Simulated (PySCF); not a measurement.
# A search over the determinants of RbPb⁺

Unrestricted PBE0; basis Rb def2-SVP with ECP28, Pb def2-SVP with ECP60; scalar-relativistic core potentials; PySCF 2.14. Outer shells of the fragments: Rb+ closed shells only; Pb 5d10 6s2 6p2.

Followed along the bond (rough minima from three points):

```json
{"2Ms+1": "3", "unpaired": "σ ↑, π ↑", "⟨S²⟩ at the start": "2.00", "R at minimum (Å)": "4.12", "Te (eV)": "0.00"}
{"2Ms+1": "1", "unpaired": "σ ↑, π ↓", "⟨S²⟩ at the start": "1.00", "R at minimum (Å)": "4.14", "Te (eV)": "0.28"}
{"2Ms+1": "1", "unpaired": "none", "⟨S²⟩ at the start": "0.00", "R at minimum (Å)": "4.05", "Te (eV)": "0.60"}
{"2Ms+1": "3", "unpaired": "π ↑↑", "⟨S²⟩ at the start": "2.00", "R at minimum (Å)": "none in the scan", "Te (eV)": "≤ 0.40"}
{"2Ms+1": "1", "unpaired": "π ↑↓", "⟨S²⟩ at the start": "1.00", "R at minimum (Å)": "none in the scan", "Te (eV)": "≤ 0.70"}
```

Solutions found at the starting distance of 3.555 Å, counted from the lowest of them; the search is not exhaustive and high or unbound solutions are not listed, so other states can lie among these:

| 2Ms+1 | unpaired | term | E (eV) | ⟨S²⟩ | ⟨Lz²⟩ | μ (D) |
| --- | --- | --- | --- | --- | --- | --- |
| 3 | σ ↑, π ↑ | ³Π | 0.00 | 2.00 | 1.00 | -9.55 |
| 1 | σ ↑, π ↓ | mixed | 0.29 | 1.00 | 1.00 | -9.43 |
| 3 | π ↑↑ | ³Σ⁻ | 0.44 | 2.00 | 0.00 | -10.48 |
| 1 | none | ¹Σ⁺ | 0.64 | 0.00 | 0.00 | -8.22 |
| 1 | π ↑↓ | mixed | 0.74 | 1.00 | 2.01 | -10.43 |
| 1 | none | mixed | 1.52 | 0.00 | 2.00 | -10.21 |
| 3 | σ ↑↑ | ³Σ⁺ | 3.62 | 2.00 | 0.00 | 1.01 |
| 3 | π ↑↑ | mixed | 5.48 | 2.00 | 2.00 | -0.06 |
| 3 | σ ↑, δ ↑ | ³Δ | 6.08 | 2.00 | 4.00 | 4.94 |
| 1 | σ ↑, δ ↓ | mixed | 6.09 | 1.00 | 4.00 | 4.98 |
| 3 | σ ↑↑, π ↑↓ | mixed | 8.16 | 3.00 | 2.01 | -9.94 |
| 3 | σ ↑↑ | mixed | 8.95 | 2.01 | 2.01 | -9.83 |

A term symbol is given only where ⟨S²⟩ and ⟨Lz²⟩ are close to those of a pure state; real π, δ and φ orbitals otherwise mix terms. A positive dipole points towards Pb; it is taken about the centre of mass and depends on that origin.

These are scalar-relativistic numbers at best; spin–orbit coupling would shift them, the dissociation energy most.
